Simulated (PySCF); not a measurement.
Compound: adiponitrile, C6H8N2.
Cartesian coordinates in Å at the PBE0-D3(BJ)/def2-SVP level; atoms count from 1:
```
atom  x, y, z in Å
N1    -3.2686    1.4124    0.3004
C2    -2.6214    0.4695    0.1233
C3    -1.7623   -0.6916   -0.0827
C4    -0.3489   -0.4850    0.4663
C5     0.3871    0.6707   -0.1951
C6     1.8005    0.8771    0.3540
C7     2.6598   -0.2837    0.1468
N8     3.3074   -1.2261   -0.0314
H9    -1.7300   -0.9060   -1.1639
H10   -2.2382   -1.5621    0.3955
H11    0.2134   -1.4213    0.3207
H12   -0.4042   -0.3182    1.5549
H13   -0.1752    1.6071   -0.0495
H14    0.4423    0.5038   -1.2837
H15    2.2762    1.7482   -0.1234
H16    1.7682    1.0904    1.4354
```

Linear response at B3LYP/def2-SVPD (PySCF, frozen core in the response, non-relativistic).

Static isotropic polarisability: 77.99 au (11.56 Å³), principal values 61.9, 72.3, 99.8 au.

Q: What is the polarisability at 1064 nm and at the sodium D line?

A: 78.52 au at 1064 nm (+0.7 %), 79.77 au at 589.3 nm (+2.3 %). The rise at 589.3 nm is 3.33 times that at 1064 nm; a pure ω² law gives 3.26. The lowest singlet lies at 163 nm, shorter than both wavelengths.

Q: What is the isotropic C6 coefficient between two such molecules, C6 = (3/π)∫α(iω)² dω?

A: 2662 au (Eh·bohr⁶) by a ten-point quadrature over imaginary frequencies, which is 1590 eV·Å⁶ or 153 J·nm⁶/mol.

Q: Which effective excitation energy ω̄ makes London's formula C6 = (3/4)α²ω̄ exact here?

A: ω̄ = 4·C6/(3α²) = 0.584 Eh = 15.9 eV. A one-pole form α(ω) = α/(1 − ω²/ω̄²) fitted to the 1064 nm value gives 14.1 eV. London's choice of the ionisation energy (11.24 eV, ΔSCF at the same level) gives C6 = 1880 au, 29 % too low.

Q: What molar refraction at the D line follows from R = (4π/3)·N_A·α′, with α′ the polarisability volume?

A: α′ = 11.82 Å³ gives R = 29.82 cm³/mol, for isolated, non-vibrating species.

Q: What three-body coefficient follows from the one-pole estimate C9 = (3/4)·α·C6?

A: 156000 au. This is an estimate from the two numbers above, not a computed integral.

Q: How many electrons N does the Slater–Kirkwood formula C6 = (3/4)·√N·α^(3/2) need to give this C6?

A: N = (4·C6/3)²/α³ = 26.6; the species has 58 electrons in all.

One conformer stands for the species.
